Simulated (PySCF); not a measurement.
This PySCF input asks for the NMR shieldings of SMILES [NH3+][BH2-]CC1CCC1, C₅H₁₄BN; the geometry comes from GFN2-xTB.

```python
import basis_set_exchange as bse
import numpy as np
from pyscf import gto, dft
from pyscf.prop import nmr

atoms = """
N     2.639995    0.386525   -0.469066
B     1.847411   -0.927504    0.151338
C     0.564339   -0.325976    0.955123
C    -0.465816    0.392825    0.094625
C    -1.251377   -0.461993   -0.918255
C    -2.562855    0.158979   -0.416748
C    -1.803204    0.780084    0.763469
H     3.474882    0.086167   -0.957851
H     2.003632    0.850480   -1.107286
H     2.880121    1.009568    0.293918
H     2.631676   -1.457270    0.876488
H     1.558255   -1.592799   -0.792936
H     0.056333   -1.145001    1.468526
H     0.885217    0.366401    1.742904
H    -0.019187    1.269334   -0.389560
H    -1.170394   -1.523475   -0.697974
H    -1.019795   -0.302690   -1.970435
H    -2.968809    0.904013   -1.099891
H    -3.353714   -0.542457   -0.157055
H    -1.967096    0.247957    1.698671
H    -1.968534    1.843775    0.931523
"""
names = dict.fromkeys(["N", "B", "C", "H"], "pcSseg-1")
basis = {el: gto.basis.parse(bse.get_basis(n, elements=[el], fmt="nwchem")) for el, n in names.items()}
mol = gto.M(atom=atoms, basis=basis, charge=0, verbose=0)
mf = dft.RKS(mol, xc="PBE0")
mf.grids.level = 2
mf.grids.alignment = dft.numint.BLKSIZE   # the property module wants whole blocks of grid points
mf.conv_tol = 1e-9
mf.kernel()

calc = nmr.RKS(mf)   # GIAO
C = mf.mo_coeff
Co = C[:, mf.mo_occ > 0]
resp = mf.gen_response(singlet=True, hermi=2)
def vind(x):   # induced exchange potential for any number of trial vectors
    d = np.einsum("pi,xij,qj->xpq", C, 2 * x.reshape(-1, C.shape[1], Co.shape[1]), Co, optimize=True)
    return np.einsum("xpq,pi,qj->xij", resp(d - d.transpose(0, 2, 1)), C, Co, optimize=True).ravel()
mo1, _ = nmr.rhf.solve_mo1(calc, with_cphf=vind)
sigma = calc.kernel(mo1)
for i, s in enumerate(sigma):   # ppm
    w = np.linalg.eigvalsh((s + s.T) / 2)
    print("%2d %-2s iso %8.1f  s11 %8.1f  s22 %8.1f  s33 %8.1f" % (i, mol.atom_pure_symbol(i), w.mean(), *w))
```

Task: Give the expected output.

Result: 
```
 0 N  iso    224.6  s11    211.2  s22    222.4  s33    240.2
 1 B  iso    120.8  s11    105.4  s22    118.2  s33    138.7
 2 C  iso    151.8  s11    137.8  s22    148.6  s33    168.9
 3 C  iso    151.7  s11    134.4  s22    155.1  s33    165.5
 4 C  iso    157.8  s11    144.5  s22    149.8  s33    179.2
 5 C  iso    170.1  s11    159.3  s22    168.8  s33    182.1
 6 C  iso    154.0  s11    135.3  s22    146.2  s33    180.6
 7 H  iso     28.8  s11     22.2  s22     24.6  s33     39.7
 8 H  iso     28.6  s11     21.0  s22     27.8  s33     36.9
 9 H  iso     29.5  s11     23.7  s22     26.2  s33     38.5
10 H  iso     29.6  s11     25.6  s22     30.0  s33     33.1
11 H  iso     29.6  s11     26.3  s22     30.7  s33     31.9
12 H  iso     31.0  s11     26.8  s22     30.8  s33     35.2
13 H  iso     31.1  s11     27.6  s22     29.5  s33     36.4
14 H  iso     30.0  s11     26.0  s22     31.3  s33     32.6
15 H  iso     29.9  s11     26.4  s22     29.7  s33     33.5
16 H  iso     29.6  s11     25.8  s22     28.0  s33     35.1
17 H  iso     29.8  s11     26.8  s22     27.2  s33     35.4
18 H  iso     29.9  s11     26.1  s22     26.7  s33     36.8
19 H  iso     29.9  s11     26.9  s22     29.0  s33     34.0
20 H  iso     29.5  s11     26.3  s22     26.9  s33     35.2
```

These numbers come from an equivalent density-fitted implementation of the same equations, which agrees with the script to about 0.01 ppm for H and up to a few tenths of a ppm for heavy atoms, so last digits may differ.

Size and cost of the density-fitted run: 189 basis functions, 65 s wall time on 1 thread of an Arm Neoverse N1, shared host; peak memory 0.85 GiB.
